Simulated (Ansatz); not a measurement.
Geometry optimisation, RKS r2SCAN/STO-3G in Ansatz 0.2.0.

input.yaml

```yaml
crystal:
  periodic: [false, false, false]
  atoms:
    - { symbol: C, position_ang: [-1.6508, -0.7142, 2.3419] }
    - { symbol: C, position_ang: [-1.1073, -0.7632, 1.2901] }
    - { symbol: Si, position_ang: [-0.2019, -0.896, -0.3299] }
    - { symbol: S, position_ang: [0.9654, -2.7398, -0.2949] }
    - { symbol: "N", position_ang: [1.0526, 0.2561, -0.4507] }
    - { symbol: Si, position_ang: [0.3857, 1.7904, -0.7857] }
    - { symbol: H, position_ang: [-2.1996, -0.5919, 3.2577] }
    - { symbol: H, position_ang: [-1.0041, -0.8622, -1.5168] }
    - { symbol: H, position_ang: [1.5891, -2.4968, -1.3694] }
    - { symbol: H, position_ang: [1.5469, 0.3044, 0.475] }
    - { symbol: H, position_ang: [1.505, 2.7235, -0.852] }
    - { symbol: H, position_ang: [-0.3151, 1.7329, -2.0592] }
    - { symbol: H, position_ang: [-0.5457, 2.222, 0.3087] }
basis:
  gaussian: { orbitals: STO-3G }
hamiltonian:
  xc: r2scan
relax:
  f_tol: 0.02
  max_steps: 40
scf:
  lower_state_search: "off"
```

Command:

```bash
$ ansatz run input.yaml --threads 1 --pin off --max-ram 2048MiB --backend cpu --events-out ev --progress --plain --runs-dir out
```

Problem. Where does it end, and by what steps?

Solution. The run converged. Limits of this set-up: minimal basis. After 11 steps the energy has fallen by 0.785 eV; H13 moved furthest, 0.74 Å.

| step | energy less start (eV) | largest force component (eV/Å) | accepted |
| --- | --- | --- | --- |
| 0 | 0.0000 | 3.788 | yes |
| 1 | -0.5976 | 0.851 | yes |
| 2 | -0.7140 | 0.610 | yes |
| 3 | -0.7433 | 0.326 | yes |
| 4 | -0.7629 | 0.286 | yes |
| 5 | -0.7752 | 0.294 | yes |
| 6 | -0.7821 | 0.078 | yes |
| 7 | -0.7834 | 0.023 | yes |
| 8 | -0.7841 | 0.038 | yes |
| 9 | -0.7840 | 0.052 | no |
| 10 | -0.7845 | 0.024 | yes |
| 11 | -0.7846 | 0.014 | yes |

```xyz
13
Properties=species:S:1:pos:R:3
C -1.792 -1.054 2.397
C -1.149 -1.030 1.373
Si -0.156 -0.953 -0.166
S 0.961 -2.769 -0.198
N 0.888 0.428 -0.239
Si 0.484 1.988 -0.911
H -2.367 -1.078 3.312
H -1.073 -0.810 -1.282
H 1.491 -2.499 -1.420
H 1.618 0.456 0.495
H 1.706 2.688 -1.255
H -0.321 1.763 -2.091
H -0.269 2.836 0.000
```

Run time: 40 s on 1 thread of AMD EPYC 7R13 Processor (Zen 3) (shared host), peak memory 0.16 GiB.
